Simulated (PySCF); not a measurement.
**Ionising SeBr**

UHF-CCSD(T); basis Se x2c-SVPall, Br x2c-SVPall; spin-free X2C with a Gaussian nucleus; PySCF 2.14. Neutral (UHF): doublet (π ↑), Re = 2.315 Å, ωe = 303 cm⁻¹, De = 1.90 eV.

SeBr⁺ (UHF): triplet (π ↑↑), Re = 2.215 Å, ωe = 354 cm⁻¹, De = 2.23 eV to Se⁺ + Br. The energies at the minima are -5032.09015 hartree for SeBr and -5031.77172 for SeBr⁺.

(1) Work out the adiabatic ionisation energy, without and with harmonic zero-point energies (1 hartree = 27.2114 eV, 1 eV = 8065.5 cm⁻¹), and the change of the bond length.

Correlated steps freeze 18 core orbitals. Correlated levels converge slowly with the basis: in double zeta they bind strong bonds too weakly, by up to about 1 eV, and carry superposition errors of some tenths. Spin–orbit coupling is left out. For an ion De counts to the pair picked by the measured ionisation energies or electron affinities, which need not be the lowest pair at this level. States were picked by a PBE0 search and need not be the measured ground states.

Results:

(1) At UHF-CCSD(T): 0.31843 hartree = 8.665 eV between the minima; the zero-point term (354.0 − 303.0)/2 cm⁻¹ = +0.003 eV makes it 8.668 eV. Re changes by -10.0 pm against the neutral. The electron leaves a π orbital, and the shorter bond of the ion fits an antibonding orbital, or a change in how ionic the bond is.
